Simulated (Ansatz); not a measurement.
def2 core potentials replace the inner electrons of Bi.

B3LYP has the VWN-RPA correlation part, as in Gaussian. 

**C₂H₅BiO₂, SMILES `C=[CH][Bi]([OH])[OH]` (charge 0, multiplicity 1)**

The numbers are results of Ansatz (a quantum-chemistry and plane-wave program) with B3LYP-D3(BJ)/def2-TZVP // PBE0-D3(BJ)/def2-SVP, not measurements.

The HOMO comes out as -7.29 eV. The dipole moment is 2.21 D and the LUMO comes out as -1.48 eV. The HOMO–LUMO gap comes out as 5.80 eV. The vertical ionisation energy (Delta-SCF) is 9.40 eV. The adiabatic ionisation energy (no zero-point term) comes out as 8.77 eV. The hole reorganisation energy (four-point) comes out as 1.405 eV and the total energy is -444.4893 Ha.

```xyz
10

C     -1.5767    -0.2404    -0.0363
C     -0.8403     0.7617     0.4474
Bi     1.2502     0.3150     1.1777
O      2.1656     1.0160    -0.5739
O      1.1131    -1.6932     0.5645
H     -2.5982    -0.0903    -0.4083
H     -1.1706    -1.2600    -0.0697
H     -1.2370     1.7841     0.5003
H      1.4839     1.1423    -1.2468
H      1.4100    -1.7352    -0.3551
```
Charge 0, spin multiplicity 1.
